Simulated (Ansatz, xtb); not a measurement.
## H8OSSi3: which of two isomers lies lower

We compare I, `O[Si@@H](S)[SiH2][SiH3]`, a singlet, with II, `O[SiH2][SiH2][SiH2]S`, a singlet. Both are isolated molecules in the gas phase, relaxed with PBE0-D3(BJ)/def2-SVP; each stands in its lowest conformer found.

I (Å):

```yaml
atoms:
  - { symbol: O, position_ang: [0.1715, -0.0872, -2.9892] }
  - { symbol: S, position_ang: [0.5171, 2.4101, -1.0272] }
  - { symbol: Si, position_ang: [1.2882, 0.6473, -1.9881] }
  - { symbol: Si, position_ang: [1.7306, -1.0004, -0.3948] }
  - { symbol: Si, position_ang: [-0.3787, -1.8074, 0.2376] }
  - { symbol: H, position_ang: [-0.2221, 0.4646, -3.6740] }
  - { symbol: H, position_ang: [2.4604, 1.1808, -2.7459] }
  - { symbol: H, position_ang: [-0.4005, 1.7443, -0.2901] }
  - { symbol: H, position_ang: [2.5637, -2.1125, -0.9510] }
  - { symbol: H, position_ang: [2.4402, -0.3949, 0.7741] }
  - { symbol: H, position_ang: [-0.3004, -2.6740, 1.4534] }
  - { symbol: H, position_ang: [-0.9810, -2.5844, -0.8855] }
  - { symbol: H, position_ang: [-1.2673, -0.6425, 0.5479] }
```

II (Å):

```xyz
13

O     0.6115    1.9102   -1.2030
S    -0.1340   -3.3732    0.2987
Si   -1.0061    1.8767   -1.6468
Si   -1.5122   -0.4025   -1.4464
Si    0.2007   -1.2772   -0.1062
H     1.0460    2.7679   -1.1689
H    -1.2082    2.4185   -3.0290
H    -1.8435    2.7047   -0.7185
H    -2.8372   -0.6066   -0.7784
H    -1.5341   -1.0982   -2.7704
H     1.5048   -1.2449   -0.8262
H     0.3103   -0.4878    1.1585
H    -1.3661   -3.1930    0.8240
```

Quicker runs give these differences E(II) − E(I): GFN2-xTB −0.070 eV; HF/STO-3G +0.077 eV (at GFN2-xTB geometries); r2SCAN-D4/def2-SVP +0.248 eV (at GFN2-xTB geometries).

Problem. Which of the two would you expect CCSD(T)/def2-SVP + ΔMP2/def2-TZVPP electronic energies to favour?

Solution. Structure I; the calculation gives E(II) − E(I) = +0.219 eV.

Level by level:

```csv
level,geometry,E(II) − E(I) (eV),departure from the last row (eV),"job, with rough time for the two"
GFN2-xTB,GFN2-xTB,−0.070,−0.289,"optimisation, 1.2 s"
HF/STO-3G,GFN2-xTB,+0.077,−0.142,"single point, 1.7 s"
r2SCAN-D4/def2-SVP,GFN2-xTB,+0.248,+0.029,"single point, 12 s"
PBE0-D3(BJ)/def2-SVP,PBE0-D3(BJ)/def2-SVP,+0.236,+0.016,"optimisation, 5.3 min"
HF/def2-SVP,PBE0-D3(BJ)/def2-SVP,+0.152,−0.067,part of the CCSD(T) run
MP2/def2-SVP,PBE0-D3(BJ)/def2-SVP,+0.226,+0.007,part of the CCSD(T) run
CCSD(T)/def2-SVP,PBE0-D3(BJ)/def2-SVP,+0.219,−0.001,single point
CCSD(T)/def2-SVP + ΔMP2/def2-TZVPP,PBE0-D3(BJ)/def2-SVP,+0.219,,"single point, 1.9 min"
```

As drawn, both hold the same kinds of bond in the same numbers.

GFN2-xTB puts the two in the other order. The largest departure from CCSD(T)/def2-SVP + ΔMP2/def2-TZVPP is that of GFN2-xTB, 0.289 eV. The last row adds to CCSD(T) the change of the MP2 difference between the two basis sets, here +0.001 eV.

With thermal terms from frequencies at re-optimised GFN2-xTB minima (ideal gas, soft modes damped towards free rotors, one conformer each, 298.15 K, 1 atm): on the last row, ΔE + ΔZPE = +0.235, ΔH = +0.227, ΔG = +0.249 eV.

The correlated steps freeze 21 core orbitals. Mirror images aren't counted in ΔG. Codes used: Ansatz 0.2.0, xtb 6.7.1; the last row on 2 threads of AMD EPYC (Zen 3) on a shared host.
